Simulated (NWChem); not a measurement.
A series in which one site is exchanged, each optimised at PBE0/def2-SVP with NWChem, gas phase unless a solvent is named. All stand in one matching conformer (torsions within 35°), which need not be the lowest. For some, no frequency run checked for a minimum. def2 effective core potentials on In; no spin-orbit coupling.

A: NB(F)F (BNH₂F₂; site = B)
B: [NH2][Al]([F])[F] (AlNH2F2; site = Al)
C: [NH2][In]([F])[F] (InNH$_{2}$F$_{2}$; site = In)
D: [NH2][Ga]([F])[F] (GaNH₂F₂; site = Ga)

```json
[
 {"quantity": "dipole (D), PBE0/def2-SVP", "A": "2.82", "B": "2.77", "C": "(withheld)", "D": "3.39"},
 {"quantity": "orbital gap (eV), PBE0/def2-SVP", "A": "10.01", "B": "7.36", "C": "(withheld)", "D": "7.12"},
 {"quantity": "static polarisability, PBE/def2-SVPD (bohr³)", "A": "25.4", "B": "33.2", "C": "(withheld)", "D": "36.2"},
 {"quantity": "lowest singlet excitation, PBE/def2-SVPD, TDA (eV)", "A": "6.83", "B": "5.11", "C": "(withheld)", "D": "4.82"}
]
```

**Question.** What belongs in the gaps?

**Answer.** 
- dipole (D), PBE0/def2-SVP, C: 3.87
- orbital gap (eV), PBE0/def2-SVP, C: 6.01
- static polarisability, PBE/def2-SVPD (bohr³), C: 44.4
- lowest singlet excitation, PBE/def2-SVPD, TDA (eV), C: 4.11
